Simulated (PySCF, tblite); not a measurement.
Parent: `[CH3:1][O:2]/[CH:3]=[P:4]/[CH:5]1[CH2:6][CH2:7]1` with C1–O2–C3–P4 0°, C3–P4–C5–C6 37°, C5H9OP.

Structures optimised with GFN2-xTB, isolated species. One conformer each, not checked by frequencies here.

```
coordinate of the parent    value
                   C1–O2  1.403 Å
                   O2–C3  1.345 Å
                   C3=P4  1.685 Å
                   P4–C5  1.840 Å
                   C5–C6  1.502 Å
                   C6–C7  1.493 Å
                   C5–C7  1.502 Å
                C1–O2–C3   115.8°
                O2–C3–P4   125.6°
                C3–P4–C5   101.7°
                P4–C5–C6   124.2°
                P4–C5–C7   124.0°
                C6–C5–C7    59.6°
                C5–C6–C7    60.2°
                C5–C7–C6    60.2°
```

Q: How does the shared frame change in `[CH3:1][O:2]/[CH:3]=[P:4]/[c:5]1[cH:6][cH:7][cH:8][c:9]([CH3:10])[cH:11]1` with C1–O2–C3–P4 -173°, C3–P4–C5–C6 46°, C9H11OP? Atoms pair as C1 = C1, O2 = O2, C3 = C3, P4 = P4, C5 = C5 (parent first).

A: 
| parent | relative | value in the relative | change |
| --- | --- | --- | --- |
| C1–O2 | C1–O2 | 1.406 Å | +0.003 |
| O2–C3 | O2–C3 | 1.353 Å | +0.008 |
| C3=P4 | C3=P4 | 1.683 Å | -0.002 |
| P4–C5 | P4–C5 | 1.831 Å | -0.009 |
| C1–O2–C3 | C1–O2–C3 | 116.1° | +0.3 |
| O2–C3–P4 | O2–C3–P4 | 120.0° | -5.6 |
| C3–P4–C5 | C3–P4–C5 | 98.2° | -3.5 |

Of the parent's bonds, O2–C3 and P4–C5 change most and about equally (-0.009 to +0.008 Å). Bonds of the relative outside the shared frame: C5–C6 1.392, C6–C7 1.382, C7–C8 1.385, C8–C9 1.389, C9–C10 1.499, C9–C11 1.388, C5–C11 1.390 Å. Point group Cs → C1.

Q: How does the shared frame change in `[CH2:1]=[CH:2]/[C:3]([O:4][CH3:5])=[P:6]\[CH:7]1[CH2:8][CH2:9]1` with C1–C2–C3–O4 2°, C2–C3–O4–C5 179°, C3–P6–C7–C8 -156°, C7H11OP? Atoms pair as C1 = C5, O2 = O4, C3 = C3, P4 = P6, C5 = C7, C6 = C8, C7 = C9 (parent first).

A: 
```json
{"parent": "C1–O2", "relative": "C5–O4", "value in the relative": "1.400 Å", "change": "-0.003"}
{"parent": "O2–C3", "relative": "O4–C3", "value in the relative": "1.357 Å", "change": "+0.012"}
{"parent": "C3=P4", "relative": "C3=P6", "value in the relative": "1.712 Å", "change": "+0.027"}
{"parent": "P4–C5", "relative": "P6–C7", "value in the relative": "1.842 Å", "change": "+0.002"}
{"parent": "C5–C6", "relative": "C7–C8", "value in the relative": "1.502 Å", "change": "0.000"}
{"parent": "C6–C7", "relative": "C8–C9", "value in the relative": "1.493 Å", "change": "0.000"}
{"parent": "C5–C7", "relative": "C7–C9", "value in the relative": "1.504 Å", "change": "+0.002"}
{"parent": "C1–O2–C3", "relative": "C5–O4–C3", "value in the relative": "116.8°", "change": "+1.0"}
{"parent": "O2–C3–P4", "relative": "O4–C3–P6", "value in the relative": "120.4°", "change": "-5.2"}
{"parent": "C3–P4–C5", "relative": "C3–P6–C7", "value in the relative": "102.3°", "change": "+0.6"}
{"parent": "P4–C5–C6", "relative": "P6–C7–C8", "value in the relative": "117.1°", "change": "-7.1"}
{"parent": "P4–C5–C7", "relative": "P6–C7–C9", "value in the relative": "120.5°", "change": "-3.5"}
{"parent": "C6–C5–C7", "relative": "C8–C7–C9", "value in the relative": "59.5°", "change": "-0.1"}
{"parent": "C5–C6–C7", "relative": "C7–C8–C9", "value in the relative": "60.3°", "change": "+0.1"}
{"parent": "C5–C7–C6", "relative": "C7–C9–C8", "value in the relative": "60.2°", "change": "0.0"}
```

Of the parent's bonds, C3–P4 changes most (+0.027 Å). Bonds of the relative outside the shared frame: C1=C2 1.332, C2–C3 1.446 Å. Point group Cs → C1.

The numbers are calculated, not measured.
